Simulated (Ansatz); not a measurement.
Basis-set series for H8O2Si2Sn (`[SiH3][O][SnH2][O][SiH3]`). Charge 0, multiplicity 1. Sn takes the def2 core potential. All single points use the PBE0-D4/def2-TZVP geometry. It is one conformer, not always the lowest.

| functional | basis | functions | energy (Eh) | HOMO (eV) | LUMO (eV) |
| --- | --- | --- | --- | --- | --- |
| PBE0-D4 | def2-SVP | 130 | -947.90326 | -8.32 | -0.46 |
| PBE0-D4 | def2-QZVPP | 576 | -948.35560 | -8.44 | -0.83 |
| ωB97M-V | def2-SVP | 130 | -948.14739 | -10.56 | 1.52 |
| ωB97M-V | def2-QZVPP | 576 | -948.60460 | -10.73 | 0.68 |

Problem. Give the rows for def2-TZVPP. (Estimate.)

Solution. Ansatz gave: 
| functional | basis | functions | energy (Eh) | HOMO (eV) | LUMO (eV) |
| --- | --- | --- | --- | --- | --- |
| PBE0-D4 | def2-TZVPP | 308 | -948.32270 | -8.42 | -0.77 |
| ωB97M-V | def2-TZVPP | 308 | -948.57420 | -10.72 | 0.93 |

Positive LUMOs are unbound and depend on the basis.
